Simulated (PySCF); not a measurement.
FOS, doublet, geometry from GFN2-xTB; CASSCF(9,8)/cc-pVDZ (PySCF).

The PySCF input:
```python
from pyscf import gto, scf, mcscf
import numpy

mol = gto.Mole()
mol.atom = '''
    O    -1.205416   -0.487227    0.020927
    S    -0.130737    0.467574    0.000336
    F     1.303903   -0.398151   -0.019199
'''
mol.basis = 'cc-pvdz'
mol.charge = 0
mol.spin = 1
mol.verbose = 4
mol.build()

mf = scf.ROHF(mol)
mf.kernel()
mc = mcscf.CASSCF(mf, 8, 9)
mc.fix_spin_(ss=0.75)
mc.kernel()
occ = numpy.linalg.eigvalsh(mc.fcisolver.make_rdm1(mc.ci, mc.ncas, mc.nelecas))[::-1]
ss = mc.fcisolver.spin_square(mc.ci, mc.ncas, mc.nelecas)[0]
print('natural occupations', occ.round(4), ' <S^2>', round(ss, 4))
```

Output, abridged:

```
PySCF version 2.14.0

[INPUT] verbose = 4
[INPUT] num. atoms = 3
[INPUT] num. electrons = 33
[INPUT] charge = 0
[INPUT] spin (= nelec alpha-beta = 2S) = 1
[INPUT] symmetry False subgroup None
[INPUT] Mole.unit = angstrom
[INPUT] Symbol           X                Y                Z      unit          X                Y                Z       unit  Magmom
[...]
nuclear repulsion = 107.758945956166
number of shells = 15
number of NR pGTOs = 93
number of NR cGTOs = 46
basis = cc-pvdz
ecp = {}

******** <class 'pyscf.scf.rohf.ROHF'> ********
method = ROHF
initial guess = minao
damping factor = 0
level_shift factor = 0
DIIS = <class 'pyscf.scf.diis.CDIIS'>
diis_start_cycle = 1
diis_space = 8
diis_damp = 0
SCF conv_tol = 1e-09
SCF conv_tol_grad = None
SCF max_cycles = 50
direct_scf = True
direct_scf_tol = 1e-13
num. doubly occ = 16  num. singly occ = 1
Set gradient conv threshold to 3.16228e-05
init E= -572.095100136161
[...]
cycle= 1 E= -571.651207399944  delta_E= 0.444  |g|= 0.674  |ddm|= 1.43
[...]
cycle= 2 E= -571.688657661955  delta_E= -0.0375  |g|= 0.551  |ddm|= 0.599
[...]
cycle= 3 E= -571.751829718945  delta_E= -0.0632  |g|= 0.0864  |ddm|= 0.276
[...]
cycle= 4 E= -571.753604229787  delta_E= -0.00177  |g|= 0.0298  |ddm|= 0.0499
[...]
cycle= 5 E= -571.753956902249  delta_E= -0.000353  |g|= 0.0111  |ddm|= 0.023
[...]
cycle= 6 E= -571.754079548498  delta_E= -0.000123  |g|= 0.00688  |ddm|= 0.0147
[...]
cycle= 7 E= -571.754166279146  delta_E= -8.67e-05  |g|= 0.00406  |ddm|= 0.0158
[...]
cycle= 8 E= -571.754203506889  delta_E= -3.72e-05  |g|= 0.00276  |ddm|= 0.0111
[...]
cycle= 9 E= -571.754223725888  delta_E= -2.02e-05  |g|= 0.00085  |ddm|= 0.012
[...]
cycle= 10 E= -571.754225774826  delta_E= -2.05e-06  |g|= 0.000135  |ddm|= 0.00468
[...]
cycle= 11 E= -571.754225799188  delta_E= -2.44e-08  |g|= 2.17e-05  |ddm|= 0.000517
[...]
cycle= 12 E= -571.754225799542  delta_E= -3.54e-10  |g|= 6.7e-06  |ddm|= 2.94e-05
[...]
Extra cycle  E= -571.754225799574  delta_E= -3.18e-11  |g|= 3.42e-06  |ddm|= 6.14e-06
converged SCF energy = -571.754225799574

******** <class 'pyscf.mcscf.mc1step.CASSCF'> ********
CAS (5e+4e, 8o), ncore = 12, nvir = 26
max_cycle_macro = 50
max_cycle_micro = 4
conv_tol = 1e-07
conv_tol_grad = None
orbital rotation max_stepsize = 0.02
orbital rotation threshold for CI restart = 0.01
augmented hessian ah_max_cycle = 30
augmented hessian ah_conv_tol = 1e-12
augmented hessian ah_linear dependence = 1e-14
augmented hessian ah_level shift = 1e-08
[...]
CASCI E = -571.783548257331  S^2 = 0.7500000
[...]
               |grad[o]|=0.00258  |grad[c]|=0.000959  |ddm|=0.000419  |maxRot[o]|= 0.04
macro iter  41 ( 21 JK    4 micro), CASSCF E = -571.868313488109  dE = -7.08421121e-05  S^2 = 0.7500000
               |grad[o]|=0.0024  |grad[c]|=0.00295  |ddm|=0.00042  |maxRot[o]|=0.0317
macro iter  42 ( 21 JK    4 micro), CASSCF E = -571.868303129865  dE =  1.03582441e-05  S^2 = 0.7500000
               |grad[o]|=0.00235  |grad[c]|=0.00405  |ddm|=0.000996  |maxRot[o]|=0.00202
macro iter  43 ( 17 JK    4 micro), CASSCF E = -571.868412822162  dE = -1.09692297e-04  S^2 = 0.7500000
               |grad[o]|=0.00242  |grad[c]|=0.00102  |ddm|=0.000293  |maxRot[o]|=0.0271
macro iter  44 ( 21 JK    4 micro), CASSCF E = -571.868443257928  dE = -3.04357658e-05  S^2 = 0.7500000
               |grad[o]|=0.00229  |grad[c]|=0.00269  |ddm|=0.00044  |maxRot[o]|=0.0131
macro iter  45 ( 21 JK    4 micro), CASSCF E = -571.868434040941  dE =  9.21698688e-06  S^2 = 0.7500000
               |grad[o]|=0.00227  |grad[c]|=0.00383  |ddm|=0.001  |maxRot[o]|=0.00185
macro iter  46 ( 17 JK    4 micro), CASSCF E = -571.868509354589  dE = -7.53136482e-05  S^2 = 0.7500000
               |grad[o]|=0.00233  |grad[c]|=0.00136  |ddm|=0.000206  |maxRot[o]|=0.0183
macro iter  47 ( 21 JK    4 micro), CASSCF E = -571.868532086310  dE = -2.27317208e-05  S^2 = 0.7500000
               |grad[o]|=0.00222  |grad[c]|=0.00255  |ddm|=0.000431  |maxRot[o]|=0.0104
macro iter  48 ( 21 JK    4 micro), CASSCF E = -571.868525067812  dE =  7.01849751e-06  S^2 = 0.7500000
               |grad[o]|=0.0022  |grad[c]|=0.00367  |ddm|=0.000989  |maxRot[o]|=0.00199
macro iter  49 ( 17 JK    4 micro), CASSCF E = -571.868602453217  dE = -7.73854042e-05  S^2 = 0.7500000
               |grad[o]|=0.00226  |grad[c]|=0.00121  |ddm|=0.000187  |maxRot[o]|=0.0181
macro iter  50 ( 21 JK    4 micro), CASSCF E = -571.868615986737  dE = -1.35335201e-05  S^2 = 0.7500000
               |grad[o]|=0.00214  |grad[c]|=0.00242  |ddm|=0.000428  |maxRot[o]|=0.00614
1-step CASSCF not converged,  50 macro (929 JK 186 micro) steps
CASSCF canonicalization
Density matrix diagonal elements [1.99379428 1.967713   1.97334759 1.96161314 1.0120157  0.04202418
 0.0309702  0.0185219 ]
CASSCF energy = -571.868615986737
CASCI E = -571.868615986737  E(CI) = -22.3591419383621  S^2 = 0.7500000
natural occupations [1.9972 1.9714 1.9708 1.9638 1.0124 0.0368 0.0309 0.0166]  <S^2> 0.75
```

The run did not converge; its last values are not results.
